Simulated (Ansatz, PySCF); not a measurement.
Gas-phase reaction in SMILES: [SiH3]Cl → [SiH2]Cl + H atom (the H-Si bond at the site shown breaks; other sites are not compared here)
Structures are relaxed separately at B3LYP-D3(BJ)/def2-TZVP in Ansatz (an electronic-structure program).

Wanted: bond dissociation energy (enthalpy at 298 K, with B3LYP-D3(BJ) rigid-rotor harmonic-oscillator terms from PySCF), in kJ/mol. Cores are frozen in the correlated levels unless marked. Open shells are spin-unrestricted. No spin-orbit coupling. No relativistic terms. CBS marks a two-point X^-3 extrapolation of the correlation energy; Hartree-Fock from the larger set.

```tsv
level	program	bond dissociation energy (kJ/mol)
r2SCAN/def2-TZVPD	Ansatz	363.0
B3LYP/def2-TZVPD	Ansatz	(withheld)
r2SCANh-D4/def2-TZVPD	Ansatz + dftd4	364.3
PW6B95-D4/def2-TZVPD	PySCF + dftd4	375.8
MN15-D3(BJ)/def2-TZVPD	PySCF + dftd3	(withheld)
CAM-B3LYP-D3(BJ)/def2-TZVPD	Ansatz + dftd3	379.8
wB97X-V/def2-TZVPD	Ansatz	(withheld)
B2PLYP/def2-TZVPD	Ansatz	374.2
RPA@PBE/cc-pV(T+d)Z	Ansatz	(withheld)
SCS-MP2/cc-pV(Q+d)Z	Ansatz	389.5
CCSD(T) with core electrons (1s frozen past Ne)/cc-pwCVTZ	Ansatz	380.9
CCSD(T)/CBS(def2-TZVPPD,def2-QZVPPD)	Ansatz	386.0
```

Question: Fill in the missing entries.

Answer: 
- B3LYP/def2-TZVPD, bond dissociation energy (kJ/mol): 374.7
- MN15-D3(BJ)/def2-TZVPD, bond dissociation energy (kJ/mol): 380.0
- wB97X-V/def2-TZVPD, bond dissociation energy (kJ/mol): 384.2
- RPA@PBE/cc-pV(T+d)Z, bond dissociation energy (kJ/mol): 373.0
